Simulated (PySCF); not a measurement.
**Fractional electron number in Se (selenium, neutral)**

The 4p beta orbital of [Ar] 3d10 4s2 4p4 is emptied in steps (occupation f), with all orbitals relaxed, ending at [Ar] 3d10 4s2 4p3. Calculation: PySCF 2.14, in aug-cc-pVTZ-PP with ECP10MDF; scalar relativity through the core potential. The exact energy is a straight line in f; departures are measured from the line between the end points of the same method.

```json
{"f": "1", "UHF (eV)": "0.000", "LDA (eV)": "0.000", "PBE (eV)": "0.000", "PBE0 (eV)": "0.000", "r2SCAN (eV)": "0.000", "LC-wPBE (eV)": "0.000", "BHandHLYP (eV)": "0.000", "wB97X (eV)": "0.000", "CAM-B3LYP (eV)": "0.000", "MN15 (eV)": "0.000"}
{"f": "0.75", "UHF (eV)": "0.161", "LDA (eV)": "-0.769", "PBE (eV)": "-0.738", "PBE0 (eV)": "-0.518", "r2SCAN (eV)": "-0.685", "LC-wPBE (eV)": "-0.017", "BHandHLYP (eV)": "-0.327", "wB97X (eV)": "-0.126", "CAM-B3LYP (eV)": "-0.299", "MN15 (eV)": "-0.378"}
{"f": "0.5", "UHF (eV)": "0.204", "LDA (eV)": "-1.032", "PBE (eV)": "-0.987", "PBE0 (eV)": "-0.690", "r2SCAN (eV)": "-0.898", "LC-wPBE (eV)": "-0.021", "BHandHLYP (eV)": "-0.444", "wB97X (eV)": "-0.187", "CAM-B3LYP (eV)": "-0.405", "MN15 (eV)": "-0.501"}
{"f": "0.25", "UHF (eV)": "0.146", "LDA (eV)": "-0.778", "PBE (eV)": "-0.740", "PBE0 (eV)": "-0.516", "r2SCAN (eV)": "-0.652", "LC-wPBE (eV)": "-0.013", "BHandHLYP (eV)": "-0.340", "wB97X (eV)": "-0.160", "CAM-B3LYP (eV)": "-0.310", "MN15 (eV)": "-0.374"}
{"f": "0", "UHF (eV)": "0.000", "LDA (eV)": "0.000", "PBE (eV)": "0.000", "PBE0 (eV)": "0.000", "r2SCAN (eV)": "0.000", "LC-wPBE (eV)": "0.000", "BHandHLYP (eV)": "0.000", "wB97X (eV)": "0.000", "CAM-B3LYP (eV)": "0.000", "MN15 (eV)": "0.000"}
```

Task: For CAM-B3LYP, how does the orbital energy at f = 1 compare with the removal energy?

Result: −ε = 8.217 eV against a total-energy difference of 9.787 eV. By Janak's theorem ε = ∂E/∂f, so the gap between them reflects the curvature. Along the path −ε is 8.971 (f = 0.75), 9.760 (f = 0.5), 10.588 (f = 0.25) eV.

| method | E(f=0) − E(f=1) (eV) | −ε at f=1 (eV) | −ε at f=0.5 (eV) |
| --- | --- | --- | --- |
| UHF | 8.544 | 9.451 | 8.505 |
| LDA | 9.845 | 5.783 | 9.821 |
| PBE | 9.603 | 5.687 | 9.599 |
| PBE0 | 9.598 | 6.842 | 9.605 |
| r2SCAN | 9.649 | 5.972 | 9.730 |
| LC-wPBE | 9.687 | 9.596 | 9.695 |
| BHandHLYP | 9.619 | 7.901 | 9.587 |
| wB97X | 9.777 | 9.165 | 9.687 |
| CAM-B3LYP | 9.787 | 8.217 | 9.760 |
| MN15 | 9.354 | 7.335 | 9.363 |

Reference removal energy between the ground levels: 9.752 eV (measured; NIST Atomic Spectra Database, ionization energies). The calculation has no spin-orbit coupling. UHF lacks correlation.
